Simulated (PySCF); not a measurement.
**Spin-rotation constants: `C(OCC=O)=C1CCC1`, C$_{7}$H$_{10}$O$_{2}$**

Molfile (atoms numbered from 1):
```
C7H10O2
     RDKit          3D

 19 19  0  0  0  0  0  0  0  0999 V2000
    4.9128    0.1441    0.0283 O   0  0  0  0  0  0  0  0  0  0  0  0
    3.7578   -0.0425    0.2802 C   0  0  0  0  0  0  0  0  0  0  0  0
    2.6138    0.2801   -0.6462 C   0  0  0  0  0  0  0  0  0  0  0  0
    1.4014   -0.0283   -0.0122 O   0  0  0  0  0  0  0  0  0  0  0  0
    0.2682    0.2250   -0.7529 C   0  0  0  0  0  0  0  0  0  0  0  0
   -0.9458    0.0241   -0.2723 C   0  0  0  0  0  0  0  0  0  0  0  0
   -2.3176    0.2129   -0.8580 C   0  0  0  0  0  0  0  0  0  0  0  0
   -2.9124   -0.2744    0.4777 C   0  0  0  0  0  0  0  0  0  0  0  0
   -1.4908   -0.4653    1.0400 C   0  0  0  0  0  0  0  0  0  0  0  0
    3.4202   -0.4804    1.2364 H   0  0  0  0  0  0  0  0  0  0  0  0
    2.7409   -0.3007   -1.5744 H   0  0  0  0  0  0  0  0  0  0  0  0
    2.6683    1.3466   -0.9167 H   0  0  0  0  0  0  0  0  0  0  0  0
    0.4254    0.5972   -1.7595 H   0  0  0  0  0  0  0  0  0  0  0  0
   -2.5605    1.2415   -1.1235 H   0  0  0  0  0  0  0  0  0  0  0  0
   -2.5351   -0.4247   -1.7147 H   0  0  0  0  0  0  0  0  0  0  0  0
   -3.4917   -1.1911    0.3988 H   0  0  0  0  0  0  0  0  0  0  0  0
   -3.5028    0.4727    1.0028 H   0  0  0  0  0  0  0  0  0  0  0  0
   -1.2409    0.1649    1.8926 H   0  0  0  0  0  0  0  0  0  0  0  0
   -1.2208   -1.4925    1.2812 H   0  0  0  0  0  0  0  0  0  0  0  0
  1  2  2  0
  2  3  1  0
  3  4  1  0
  4  5  1  0
  5  6  2  3
  6  7  1  0
  7  8  1  0
  8  9  1  0
  9  6  1  0
  2 10  1  0
  3 11  1  0
  3 12  1  0
  5 13  1  0
  7 14  1  0
  7 15  1  0
  8 16  1  0
  8 17  1  0
  9 18  1  0
  9 19  1  0
M  END
```

Computed, not measured: GIAO B3LYP/pcSseg-1 magnetisability, rotational g tensor and spin-rotation constants, non-relativistic, gas phase in PySCF. Geometry: GFN2-xTB.

Problem. Give the nuclear spin-rotation constants along the inertial axes (H = +C I·J) beside the isotropic shieldings.

Solution. Rotational constants 7.3511, 0.5655, 0.5321 GHz. A star marks the isotopologue with that one atom substituted, in its own axes.
| atom | isotope | Caa (kHz) | Cbb (kHz) | Ccc (kHz) | mean (kHz) | σ (ppm) |
| --- | --- | --- | --- | --- | --- | --- |
| H10 | 1H | -0.368 | 0.054 | -0.048 | -0.121 | 21.7 |
| H11 | 1H | -0.776 | -0.021 | -0.007 | -0.268 | 27.6 |
| H12 | 1H | -0.785 | -0.027 | -0.001 | -0.271 | 27.7 |
| H13 | 1H | -0.648 | 0.051 | -0.065 | -0.221 | 25.7 |
| H14 | 1H | -0.740 | -0.033 | -0.006 | -0.259 | 29.0 |
| H15 | 1H | -0.728 | -0.034 | -0.006 | -0.256 | 29.0 |
| H16 | 1H | -0.410 | -0.060 | -0.011 | -0.160 | 29.8 |
| H17 | 1H | -0.457 | -0.060 | -0.007 | -0.175 | 29.7 |
| H18 | 1H | -0.738 | -0.030 | -0.007 | -0.259 | 28.9 |
| H19 | 1H | -0.754 | -0.031 | -0.005 | -0.264 | 28.9 |
| O1 | 17O* | -8.687 | -0.389 | -0.006 | -3.027 | -368.6 |
| C2 | 13C* | 3.595 | 0.315 | 0.142 | 1.351 | -27.7 |
| C3 | 13C* | 1.528 | 0.145 | 0.141 | 0.605 | 101.3 |
| O4 | 17O* | -1.293 | -0.066 | -0.050 | -0.469 | 240.4 |
| C5 | 13C* | 2.324 | 0.265 | 0.131 | 0.906 | 36.2 |
| C6 | 13C* | 2.810 | 0.226 | 0.086 | 1.041 | 56.4 |
| C7 | 13C* | 1.067 | 0.099 | 0.091 | 0.419 | 153.9 |
| C8 | 13C* | 1.236 | 0.075 | 0.077 | 0.463 | 163.9 |
| C9 | 13C* | 1.123 | 0.100 | 0.087 | 0.436 | 153.9 |

For the geometry as given, no vibrational averaging.
